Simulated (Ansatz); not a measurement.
Isolated molecules relaxed with PBE0-D4/def2-TZVP in Ansatz; ΔE leaves out vibrations. CCSD(T)/CBS is the MP2 limit (def2-TZVPP, def2-QZVPP) plus CCSD(T) − MP2 in def2-TZVPP, frozen cores. This one scheme is used for every species. Functionals use def2-TZVPP. B3LYP here is the variant with VWN-RPA as its local correlation; programs differ in this. HSE06 is defined as in plane-wave codes. Each species was taken in one conformer, which may not be the lowest.

`N[SiH](N)O` + H₂S → `N[SiH](O)S` + NH₃  (ligand exchange at the Si–N bond)

```csv
level,ΔE (kcal/mol),difference from CCSD(T)/CBS
LDA (SPW92),0.9,-0.1
PBE-D4,-1.2,-2.2
revPBE-D4,-1.3,-2.3
BLYP-D4,0.6,-0.4
r2SCAN-D4,0.2,-0.8
B97M-V,0.3,-0.7
PBE0-D4,-0.6,-1.6
B3LYP-D4,1.0,0.0
r2SCANh-D4,0.3,-0.7
r2SCAN0-D4,0.5,-0.5
HSE06-D4,-0.6,-1.6
BHLYP-D4,1.7,0.7
CAM-B3LYP-D4,2.4,1.4
ωB97X-V,1.0,0.0
ωB97M-V,1.2,0.2
PBE-QIDH,0.4,-0.6
PBE,-0.8,-1.8
revPBE,-1.3,-2.3
BLYP,1.3,0.3
r2SCAN,0.2,-0.8
PBE0,-0.2,-1.2
B3LYP,1.7,0.7
r2SCANh,0.4,-0.6
HSE06,-0.3,-1.3
BHLYP,2.5,1.5
RPA@PBE/def2-TZVPP,2.2,1.2
HF/def2-SVP,3.0,2.0
MP2/def2-SVP,1.8,0.8
CCSD/def2-SVP,2.5,1.5
CCSD(T)/def2-SVP,2.2,1.2
HF/def2-TZVPP,3.2,2.2
MP2/def2-TZVPP,1.0,0.0
SCS-MP2/def2-TZVPP,1.8,0.8
CCSD/def2-TZVPP,2.2,1.2
CCSD(T)/def2-TZVPP,1.7,0.7
MP2/def2-QZVPP,0.7,-0.3
SCS-MP2/def2-QZVPP,1.4,0.4
HF/CBS(def2),3.4,2.4
MP2/CBS(def2),0.3,-0.7
CCSD/CBS(def2),1.5,0.5
CCSD(T)/CBS,1.0,0
```

Problem. What do rigid-rotor, harmonic-oscillator terms from PBE0-D4/def2-TZVP frequencies (298.15 K, 1 bar) make of the CCSD(T)/CBS value? (Estimate.)

Solution. The calculation gave: ΔZPE = +1.3 kcal/mol, ΔH = +2.6 kcal/mol, ΔS = 5 J/(mol·K), ΔG = +2.3 kcal/mol.

Largest T1 diagnostic among the species: 0.011.

In def2-TZVPP, CCSD(T) changes the Hartree–Fock value by −1.5 kcal/mol (the triples alone add −0.5 kcal/mol) and MP2 by −2.2 kcal/mol. At CCSD(T), def2-SVP lies +1.2 kcal/mol from the extrapolated value and def2-TZVPP +0.7 kcal/mol. Leaving LDA and LC-ωPBE aside and taking each functional with its dispersion term where it has one, the values spread over 3.7 kcal/mol, from revPBE-D4 to CAM-B3LYP-D4. LDA lies +1.7 kcal/mol from PBE without D4.
